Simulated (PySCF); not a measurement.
**Radial density of I⁻ (iodine, charge -1)**

M06-2X, [Xe], closed-shell 1S. Calculation: PySCF 2.14, in aug-cc-pVQZ-DK3; scalar relativity by spin-free X2C-1e.

```csv
r (bohr),4πr²ρ (e/bohr)
0.0261,64.65
0.0438,61.70
0.0737,86.85
0.124,71.78
0.209,71.15
0.351,48.39
0.590,26.07
0.993,17.80
1.67,5.206
2.81,2.491
4.72,0.3544
7.95,0.01302
13.4,6.829e-05
```

Densities and radii are taken from the X2C orbitals without a picture-change correction, which distorts them close to the nucleus.
